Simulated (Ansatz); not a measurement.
The same redistribution along the group B, Al, Ga, In.

Isolated molecules relaxed with PBE0-D4/def2-TZVP in Ansatz; ΔE leaves out vibrations. CBS: MP2 limit from def2 TZ/QZ plus the TZ coupled-cluster correction, frozen cores. This one scheme is used for every species. DFT in def2-TZVPP. def2 core potentials past Kr. For Ga, In, Sn outer-core shells are correlated without core-valence functions, which leaves a few kJ/mol of doubt a bond. Scalar relativity is left out up to krypton. Each species was taken in one conformer, which may not be the lowest.

| reaction | HF/CBS(def2) (kJ/mol) | r2SCAN-D4 (kJ/mol) | CCSD(T)/CBS(def2) (kJ/mol) |
| --- | --- | --- | --- |
| `CB(O)O` + `C[O][Sn]([SH])([Cl])[Cl]` → `COB(O)O` + `[CH3][Sn]([SH])([Cl])[Cl]` | -123 | -108 | -109 |
| `[CH3][Al]([OH])[OH]` + `C[O][Sn]([SH])([Cl])[Cl]` → `C[O][Al]([OH])[OH]` + `[CH3][Sn]([SH])([Cl])[Cl]` | -120 | -102 | -105 |
| `[CH3][Ga]([OH])[OH]` + `C[O][Sn]([SH])([Cl])[Cl]` → `C[O][Ga]([OH])[OH]` + `[CH3][Sn]([SH])([Cl])[Cl]` | -41 | -26 | -25 |
| `[CH3][In]([OH])[OH]` + `C[O][Sn]([SH])([Cl])[Cl]` → `C[O][In]([OH])[OH]` + `[CH3][Sn]([SH])([Cl])[Cl]` | -5 | 2 | 1 |

Largest T1 diagnostic: 0.017, for `C[O][In]([OH])[OH]`.
